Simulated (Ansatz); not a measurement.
Cost and result for the atomization energy of C$_{2}$H$_{2}$ClIn, SMILES `C#[C][InH][Cl]` (6 atoms, 5 bonds).

Charge 0, multiplicity 1. Correlated methods include outer-core shells of In, which these sets cover unevenly. In takes the def2 core potential. Geometry: relaxed with PBE0-D4/def2-TZVP. Program: Ansatz. Hardware: A = 2 threads of an AMD EPYC 7R13 on a shared host; B = 2 threads of an AMD EPYC 7R13 on a shared host and a share of an NVIDIA H100 80 GB. Times are those of one run each, without the atoms' runs, and a repeat can differ threefold. Electronic energies, without spin–orbit coupling; frozen cores. CCSD(T)/CBS adds CCSD(T) − MP2 in def2-TZVPP to the MP2 limit, and its time is that of the two runs behind it. T1 = 0.014. With those shells the extrapolation isn't a true limit. HSE06 is the plane-wave form, built on full-range PBE exchange.

CCSD(T)/CBS is a level of theory with its own doubt, some kJ/mol a heavy atom from the limit and from the frozen cores, so smaller differences don't rank the functionals.

```json
{"level": "LDA (SPW92)/def2-TZVPP [A]", "functions": "182", "wall time": "1.9 s", "atomization (kcal/mol)": "570.5", "difference from CCSD(T)/CBS": "72.5", "per bond": "14.5"}
{"level": "PBE-D4/def2-TZVPP (with forces) [A]", "functions": "182", "wall time": "3 s", "atomization (kcal/mol)": "507.5", "difference from CCSD(T)/CBS": "9.5", "per bond": "1.9"}
{"level": "HSE06-D4/def2-TZVPP [A]", "functions": "182", "wall time": "3.5 s", "atomization (kcal/mol)": "497.5", "difference from CCSD(T)/CBS": "-0.5", "per bond": "-0.1"}
{"level": "CCSD(T)/def2-SVP [A]", "functions": "82", "wall time": "3.6 s", "atomization (kcal/mol)": "468.3", "difference from CCSD(T)/CBS": "-29.7", "per bond": "-5.9"}
{"level": "CCSD(T)/def2-TZVPP [B]", "functions": "182", "wall time": "3.9 s", "atomization (kcal/mol)": "484.4", "difference from CCSD(T)/CBS": "-13.6", "per bond": "-2.7"}
{"level": "CAM-B3LYP-D4/def2-TZVPP [A]", "functions": "182", "wall time": "4.5 s", "atomization (kcal/mol)": "493.0", "difference from CCSD(T)/CBS": "-5.0", "per bond": "-1.0"}
{"level": "r2SCANh-D4/def2-TZVPP [A]", "functions": "182", "wall time": "4.7 s", "atomization (kcal/mol)": "493.2", "difference from CCSD(T)/CBS": "-4.8", "per bond": "-1.0"}
{"level": "r2SCAN-D4/def2-TZVPP (with forces) [A]", "functions": "182", "wall time": "4.8 s", "atomization (kcal/mol)": "497.4", "difference from CCSD(T)/CBS": "-0.6", "per bond": "-0.1"}
{"level": "B2PLYP/def2-TZVPP [A]", "functions": "182", "wall time": "5.5 s", "atomization (kcal/mol)": "489.2", "difference from CCSD(T)/CBS": "-8.8", "per bond": "-1.8"}
{"level": "PBE-QIDH/def2-TZVPP [A]", "functions": "182", "wall time": "6 s", "atomization (kcal/mol)": "496.4", "difference from CCSD(T)/CBS": "-1.6", "per bond": "-0.3"}
{"level": "ωB97X-V/def2-TZVPP [A]", "functions": "182", "wall time": "7.5 s", "atomization (kcal/mol)": "497.3", "difference from CCSD(T)/CBS": "-0.7", "per bond": "-0.1"}
{"level": "CCSD(T)/def2-QZVPP [B]", "functions": "326", "wall time": "8.5 s", "atomization (kcal/mol)": "493.8", "difference from CCSD(T)/CBS": "-4.2", "per bond": "-0.8"}
{"level": "CCSD(T)/CBS(def2)", "functions": "–", "wall time": "12 s", "atomization (kcal/mol)": "498.0", "difference from CCSD(T)/CBS": "0.0", "per bond": "0.0"}
```

From r2SCAN to r2SCAN0 (25 % exact exchange), in def2-TZVPP and without D4, the atomization energy moves by −10.4 kcal/mol: exact exchange takes away binding that semilocal exchange gives to molecules. At CCSD(T), def2-SVP lies −29.7 kcal/mol from the extrapolated value and def2-TZVPP −13.6 kcal/mol: correlation converges slowly with the basis, and small sets miss more of it in the bonded molecule than in its fragments. In def2-TZVPP, CCSD(T) changes the Hartree–Fock value by +128.4 kcal/mol (the triples alone add +11.6 kcal/mol) and MP2 by +142.7 kcal/mol; breaking electron pairs costs correlation energy, which Hartree–Fock lacks.

Spin–orbit coupling would lower the free In atoms strongly, and the atomization energy with them, by more than many differences here.
